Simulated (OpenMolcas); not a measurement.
Ir3+ (d6) on a cation site of an ionic host was computed by CASSCF with the d shell active (OpenMolcas, ANO-RCC-VTZP on the metal). Its lowest spin-free states, and all those of the highest spin:

```
2S+1  Degeneracy  E (cm-1)
   1           1       0.0
   3           3      9010
   5           3     10908
   3           3     13161
   1           3     14656
   1           3     22418
   3           3     24561
   3           3     25450
   5           2     27847
   3           3     28417
   3           2     28694
   3           3     30000
```

Problem. Is the site octahedral, tetrahedral or cube-like, axial, or of lower symmetry?

Solution. The states with 2S+1 = 5 have orbital degeneracies 3, 2. Threefold states need a cubic site. For d6 at this spin an octahedron puts the threefold T2 below the twofold E and a tetrahedron or cube puts the twofold E below the threefold T2, so the site is octahedral. The first gap at this spin, 16900 cm-1, is |10Dq| in ligand-field theory. The run had Ir3+ with its 6 nearest chloride ions at 2.503 Å, on the Y site of Cs2NaYCl6 (a = 10.7396 Å, distance in the model lattice 2.619 Å). The rest of the host is ab initio model potentials to 7.6 Å, with orthogonalisation functions on the cations behind the ligands, and point charges beyond; the distance is set by hand and nothing relaxes. Ligand basis ANO-RCC-VDZP.

Spin-orbit coupling mixes the spin-free states strongly: the lowest level takes only 66 % from its leading state, 1A1. Without dynamic correlation the repulsion within the d shell is too large (B by tens of per cent), so at a given field states of lower spin stand too high. This shell can be high or low spin here, a state of another spin lies low, and with metal d orbitals alone active their balance is uncertain, so the ground spin may be wrong, although the usual error favours high spin. The least metal-like active orbital is 72 % on the metal (Löwdin) and no ligand orbital is active, so the numbers are rough. With metal d orbitals alone the field can be off either way by tens of per cent. Ligand-to-metal charge-transfer states are missing. With no ligand orbital active B as a rule stays too high, so bands that hang on it stand too high and its fall with covalency is understated. No measured value stands beside these numbers; the geometry was set by hand and not optimised.
